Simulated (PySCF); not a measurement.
FOS (SMILES O=[S]F), doublet, at a GFN2-xTB geometry. Base run: DF-R2SCAN/def2-TZVP in PySCF.

The PySCF input:
```python
from pyscf import gto, scf, dft

mol = gto.M(
    atom='''
O    -1.195029   -0.511793    0.028757
S    -0.140285    0.464799    0.000719
F     1.311644   -0.371382   -0.026840
''',
    basis='def2-tzvp',
    charge=0,
    spin=1,
    verbose=3,
)

mf = dft.UKS(mol)
mf.xc = 'r2scan'
mf = mf.density_fit(auxbasis='def2-universal-jkfit')
mf.kernel()
mf.analyze()
```

Variants of this job, named by their change:

| change | basis functions | E (Eh) | HOMO (eV) | dipole (D) | core-seconds (rough) |
|---|---|---|---|---|---|
| base | 99 | -573.21651 | -6.20 | 1.69 | 10 |
| basis = STO-3G | 19 | -566.17282 | -1.30 | 1.11 | 4 |
| basis = LANL2DZ | 26 | -184.97549 | -6.49 | 2.36 | 5 |
| basis = 6-31G | 31 | -572.93817 | -6.23 | 2.08 | 4 |
| basis = pcseg-1 | 46 | -573.04208 | -6.15 | 1.89 | 5 |
| basis = def2-SVP | 46 | -572.83016 | -6.02 | 1.82 | 6 |
| basis = 6-311G** | 62 | -573.15338 | -6.07 | 1.96 | 7 |
| basis = aug-pcseg-1 | 73 | -573.05764 | -6.31 | 1.65 | 8 |
| basis = 6-311+G(2d,p) | 89 | -573.18579 | -6.30 | 1.72 | 10 |
| basis = pc-2 | 94 | -573.21992 | -6.24 | 1.85 | 10 |
| basis = pcseg-2 | 94 | -573.21578 | -6.25 | 1.83 | 10 |
| basis = cc-pV(T+d)Z | 99 | -573.21269 | -6.12 | 1.66 | 10 |
| basis = def2-QZVPP | 184 | -573.24103 | -6.27 | 1.65 | 20 |

Totals compare only among sets that treat the same electrons; sets with core potentials leave the core out.

Open shells are given as the SCF converged; they aren't shown to be the lowest states, and a large step between rows can be another state.
